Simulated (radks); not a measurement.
Question: Valence configurations of Cd II (all share [Kr]). Method: scalar-relativistic Kohn-Sham, BLYP, spin-polarised, spherical densities, finite nucleus; open shells are filled with parallel spins first (spin-orbit coupling, left out, can overturn this in heavy ions); Fermi nuclear charge, rms radius 4.6087 fm; computed with a radial shooting solver on a logarithmic mesh with Libxc functionals. Order these by energy: 4d8 5p3; 4d9 5p2; 4d9.5 5s1.5; 4d8.5 5s1.5 5p1; 4d9 5s1 5p1; 4d9 5s2; 4d9.5 5p1.5; 4d10 5s1; 4d9.5 5s1 5p0.5; 4d8.5 5s2 5p0.5.

Answer: From the lowest, in eV above it: 4d10 5s1 0.000; 4d9.5 5s1.5 3.976; 4d9.5 5s1 5p0.5 6.642; 4d9 5s2 8.468; 4d9.5 5p1.5 12.853; 4d9 5s1 5p1 14.057; 4d8.5 5s2 5p0.5 16.650; 4d8.5 5s1.5 5p1 19.564; 4d9 5p2 20.651; 4d8 5p3 38.571. NIST lists [Kr] 4d10 5s1 as the ground configuration; this level of theory agrees among the configurations tried. The energies are those of spherical high-spin densities, not of single terms.
